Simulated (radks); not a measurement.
Er3+, configuration [Kr] 4d10 4f12 5s2 5p5 (not the ground configuration). All-electron calculation, Dirac Kohn-Sham, PBE, spin-unpolarised, spherical densities, point nucleus; open shells fill j = l - 1/2 first. Program: a radial shooting solver on a logarithmic mesh with Libxc functionals.

Normalised radial functions P(r) = r R(r) (large component), r in bohr:

```
   r/bohr * 5s1/2 (the largest magnitude, 1.05, reaches the edge; | marks zero)
 0.000845                             |*
 0.001118                             |*
 0.001479                             | *
 0.001957                             | *
  0.00259                             |  *
 0.003427                             |  *
 0.004498                             |   *
 0.005951                             |   *
 0.007874                             |   *
  0.01042                             |   *
  0.01379                             |   *
  0.01809                             | *
  0.02394                             *
  0.03168                          *  |
  0.04191                        *    |
  0.05546                      *      |
  0.07338                        *    |
  0.09631                             *
   0.1274                             |     *
   0.1686                             |         *
   0.2231                             |    *
   0.2952                       *     |
   0.3906               *             |
   0.5127                    *        |
   0.6783                             |       *
   0.8975                             |                      *
    1.188                             |                          *
    1.571                             |                   *
    2.079                             |        *
    2.729                             |  *
    3.611                             |*
    4.777                             *
```

5s1/2: eigenvalue -80.251 eV, 4 radial nodes at r = 0.0246, 0.0976, 0.255, 0.603 bohr, <r> = 1.24 bohr, 90 % of the charge inside 1.79 bohr.
